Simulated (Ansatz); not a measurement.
CH5BFNS can be A, `BNC(F)S`, or B, `CNB(F)S`.

Calculated with Ansatz (gas phase, PBE0-D4/def2-TZVP geometries, no zero-point term in ΔE). CCSD(T)/CBS is the MP2 limit (def2-TZVPP, def2-QZVPP) plus CCSD(T) − MP2 in def2-TZVPP, frozen cores. DFT in def2-TZVPP. B3LYP here is the variant with VWN-RPA as its local correlation; programs differ in this. Each species was taken in one conformer, which may not be the lowest.

A:

```xyz
10

B     0.3456   -0.8745    1.3817
N     0.2654    0.3413    0.7083
C    -0.1095    0.6086   -0.6355
F     0.9997    1.0497   -1.3370
S    -0.8234   -0.8457   -1.4314
H     0.7257   -0.8594    2.5134
H     0.0277   -1.8828    0.8299
H     0.5466    1.1849    1.1869
H    -0.8275    1.4307   -0.6824
H    -1.1505   -0.1527   -2.5339
```

B:

```xyz
10

C    -1.248   -0.181    0.926
N    -0.053   -0.549    0.202
B     0.714    0.303   -0.589
F     0.356    1.587   -0.726
S     2.207   -0.306   -1.449
H    -1.130   -0.338    2.002
H    -1.458    0.875    0.760
H    -2.115   -0.756    0.588
H     0.226   -1.511    0.297
H     2.501    0.876   -2.011
```

Q: Which isomer does CCSD(T)/CBS put lower? Give the gap. (Best estimate.)

A: The calculation gave: B, by 302.5 kJ/mol.

Q: Give E(B) − E(A) in kJ/mol with B3LYP-D4, r2SCAN-D4, PBE0-D4, CCSD/def2-TZVPP, HF/def2-TZVPP, B3LYP, ωB97M-V. (Estimate.)

A: The calculation gave: B3LYP-D4 -298.4, r2SCAN-D4 -304.0, PBE0-D4 -300.9, CCSD/def2-TZVPP -305.7, HF/def2-TZVPP -313.4, B3LYP -300.8, ωB97M-V -297.7. None reverses the order clearly.

Largest T1 diagnostic: 0.013.

From PBE to PBE0 (25 % exact exchange), in def2-TZVPP and without D4, E(B) − E(A) moves by −9.0 kJ/mol. In def2-TZVPP, CCSD(T) changes the Hartree–Fock value by +11.0 kJ/mol (the triples alone add +3.3 kJ/mol) and MP2 by +3.4 kJ/mol.
